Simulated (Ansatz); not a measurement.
nido-B6H10 (SH for H, site d on B) (B₆H₁₀S). The state is a singlet with charge 0. Geometry PBE0-D4/def2-SVP.

```xyz
17

B     1.236    0.067   -0.905
B     0.886    1.126    0.417
B    -0.821   -1.141    0.506
B    -0.474    0.410    1.348
B    -0.481    0.346   -0.401
B     0.243   -1.252   -0.853
S    -1.760    1.269   -1.390
H     1.846    0.566   -1.811
H     1.216    2.271    0.544
H    -1.823   -1.767    0.703
H    -1.224    1.003    2.068
H    -1.297    0.888   -2.599
H    -0.100   -2.021   -1.708
H     1.899    0.261    0.250
H     0.754    0.683    1.717
H    -0.385   -0.826    1.777
H     0.286   -1.882    0.336
```

Another isomer (singlet) lies 0.25 eV lower at PBE0-D4/def2-TZVP; other spin states weren't run for this one.

Problem. Estimate the orbital energies around the gap (eV) in Ansatz with LDA (SPW92)/def2-TZVP, PBE-D4/def2-SVP, PBE-D4/def2-TZVP, r2SCAN-D4/def2-TZVP, PBE0-D4/def2-SVP.

Solution. 
| orbital | LDA (SPW92)/def2-TZVP | PBE-D4/def2-SVP | PBE-D4/def2-TZVP | r2SCAN-D4/def2-TZVP | PBE0-D4/def2-SVP |
| --- | --- | --- | --- | --- | --- |
| HOMO−13 | -15.17 | -15.00 | -15.15 | -15.87 | -17.04 |
| HOMO−12 | -12.79 | -12.60 | -12.73 | -13.27 | -14.32 |
| HOMO−11 | -12.33 | -12.17 | -12.28 | -12.76 | -13.82 |
| HOMO−10 | -11.02 | -10.82 | -10.96 | -11.43 | -12.44 |
| HOMO−9 | -10.76 | -10.56 | -10.70 | -11.15 | -12.20 |
| HOMO−8 | -9.88 | -9.70 | -9.84 | -10.24 | -11.17 |
| HOMO−7 | -9.65 | -9.47 | -9.57 | -9.91 | -10.88 |
| HOMO−6 | -9.29 | -9.14 | -9.25 | -9.61 | -10.56 |
| HOMO−5 | -9.09 | -8.92 | -9.03 | -9.36 | -10.34 |
| HOMO−4 | -8.63 | -8.44 | -8.55 | -8.86 | -9.80 |
| HOMO−3 | -8.48 | -8.32 | -8.45 | -8.79 | -9.74 |
| HOMO−2 | -8.04 | -7.79 | -7.96 | -8.28 | -9.11 |
| HOMO−1 | -6.69 | -6.45 | -6.55 | -6.74 | -7.54 |
| HOMO | -5.67 | -5.34 | -5.57 | -5.83 | -6.56 |
| LUMO | -2.53 | -2.20 | -2.29 | -2.07 | -1.33 |
| LUMO+1 | -2.31 | -2.01 | -2.11 | -1.90 | -1.16 |
| LUMO+2 | -0.55 | 0.18 | -0.40 | 0.06 | 1.09 |
| LUMO+3 | -0.33 | 0.37 | -0.17 | 0.21 | 1.32 |
| LUMO+4 | 0.22 | 1.06 | 0.31 | 0.87 | 2.04 |
| LUMO+5 | 0.49 | 1.39 | 0.69 | 1.18 | 2.34 |
